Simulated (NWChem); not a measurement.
Species: SiSH cation, singlet; SMILES [Si]=[SH+]

Program: NWChem. Low-valent species are run as closed-shell singlets; no triplet was tried in these runs. Structure relaxed at the PBE0/def2-SVP level. Level: PBE0/def2-SVPD; the question gives the wavelength of the field.

### Question
Estimate the computed values for field static. Quantities: isotropic polarisability (bohr³); anisotropy (bohr³).

### Answer
```yaml
isotropic polarisability (bohr³): 39.9
anisotropy (bohr³): 20.1
```
